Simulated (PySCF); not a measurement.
BClH, SMILES [BH]Cl (connectivity only; charge and spin as stated), charge +1, multiplicity 1.

Coordinates come from a TPSSh-D3(BJ)/def2-TZVPD optimisation. The spin state was assumed, not searched. The isomer is the one that the SMILES or the coordinates give; other isomers of the formula were not compared.

Method: PySCF with TPSSh-D3(BJ)/def2-TZVPD.

Frequencies are harmonic and unscaled.

Modes within 1.5 cm⁻¹ of each other (mostly degenerate sets) share a row, with their intensities summed.

| mode | ν (cm⁻¹) | IR (km/mol) | Raman (Å⁴/amu) | depolarisation | moving atoms (share of kinetic energy) |
|---|---|---|---|---|---|
| 1–2 | 714 | 20.1 | 0.0 | – | H 77 %, B 22 % |
| 3 | 1128 | 170.7 | 26.6 | 0.11 | B 66 %, Cl 25 %, H 10 % |
| 4 | 2856 | 12.1 | 60.4 | 0.12 | H 88 %, B 12 % |
